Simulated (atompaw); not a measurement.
An all-electron radial function and its pseudo partner (P)

Columns: radius, all-electron u(r) and pseudo u(r) of the 3p shell (level -14.30 eV) of phosphorus in the configuration [Ne] 3s2 3p2; LDA (PW92), scalar-relativistic, PAW (atompaw) scheme, atompaw 4.2.0.5.

```
r (bohr)  all-electron  pseudo
   0.058       -0.0669  0.0024
   0.115       -0.1754  0.0094
   0.173       -0.2659  0.0212
   0.231       -0.3185  0.0374
   0.288       -0.3334  0.0575
   0.346       -0.3174  0.0816
   0.404       -0.2775  0.1092
   0.462       -0.2208  0.1398
   0.519       -0.1543  0.1724
   0.577       -0.0803  0.2075
   0.635       -0.0035  0.2442
   0.692        0.0721  0.2812
   0.750        0.1473  0.3195
   0.808        0.2193  0.3579
   0.865        0.2860  0.3953
   0.923        0.3491  0.4326
   0.981        0.4071  0.4689
   1.038        0.4589  0.5032
   1.096        0.5062  0.5364
   1.154        0.5482  0.5676
   1.212        0.5852  0.5966
   1.269        0.6166  0.6227
   1.327        0.6439  0.6465
   1.385        0.6667  0.6675
   1.442        0.6849  0.6851
   1.500        0.6997  0.6997
```

How many radial nodes do the two functions have?

The all-electron 3p function has n − l − 1 = 1; the pseudo-wave has 0, since the states of the same l below it are removed with the core.

Is the pseudo-wave norm-conserving?

No, it belongs to a PAW set: the norm inside the radius is not constrained, and the difference is carried by the augmentation charge.
